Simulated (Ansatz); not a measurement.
Calculated with Ansatz (gas phase, PBE0-D4/def2-TZVP geometries, no zero-point term in ΔE). CCSD(T)/CBS is the MP2 limit (def2-TZVPP, def2-QZVPP) plus CCSD(T) − MP2 in def2-TZVPP, frozen cores. Functionals use def2-TZVPP. B3LYP here is the variant with VWN-RPA as its local correlation; programs differ in this. For Br, Ga outer-core shells are correlated without core-valence functions, which leaves a few kJ/mol of doubt a bond. Scalar relativity is left out up to krypton. One conformer a species, not always the lowest.

Consider the redistribution: `[OH][Ga]([F])[Br]` + `[F][GaH][Cl]` → `[OH][Ga]([F])[F]` + `[Cl][GaH][Br]`.

```csv
level,ΔE (kJ/mol),difference from CCSD(T)/CBS
ωB97X-V,7.9,1.3
ωB97M-V,7.9,1.3
PBE,8.9,2.3
B3LYP,8.4,1.8
r2SCAN0,7.3,0.7
HF/def2-SVP,4.7,-1.9
CCSD(T)/def2-TZVPP,5.4,-1.2
HF/def2-QZVPP,5.1,-1.5
SCS-MP2/def2-QZVPP,5.2,-1.4
CCSD/CBS(def2),6.2,-0.4
CCSD(T)/CBS,6.6,0
```

What do rigid-rotor, harmonic-oscillator terms from PBE0-D4/def2-TZVP frequencies (298.15 K, 1 bar) make of the CCSD(T)/CBS value? (An estimate is asked.)

The calculation gave: ΔZPE = 0.0 kJ/mol, ΔH = +6.5 kJ/mol, ΔS = 0 J/(mol·K), ΔG = +6.4 kJ/mol.

Largest T1 diagnostic among the species: 0.015.

Leaving LDA and LC-ωPBE aside and taking each functional with its dispersion term where it has one, the values, not all of them listed here, spread over 3.8 kJ/mol, from PBE-QIDH to BLYP-D4.
